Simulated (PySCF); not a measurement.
W(OMe)(H)5 (CH₈OW), SMILES C[O][WH5], multiplicity 1.

Coordinates come from a B3LYP-D3(BJ)/def2-SVP optimisation. The spin state was assumed, not searched. The structure was generated by enumeration; whether it is a known compound was not checked. The def2 effective core potentials stand for the cores of W; spin–orbit coupling is left out.

These are M06-2X/def2-TZVPD (PySCF) values and carry that method's errors.

Gas-phase values at a fixed geometry.

Computed frontier levels, gap, dipole moment and polarisability:
* **highest occupied level**: -9.12 eV
* **lowest empty level**: -1.51 eV
* **orbital gap**: 7.61 eV
* **dipole moment**: 2.40 D
* **quadrupole, principal values (traceless, Buckingham form, about the centre of nuclear charge)**: -4.04, -3.35, 7.38 D·Å
* **mean static polarisability**: 69.2 bohr³ (10.26 Å³)
* **polarisability, principal values**: 62.3, 62.9, 82.5 bohr³
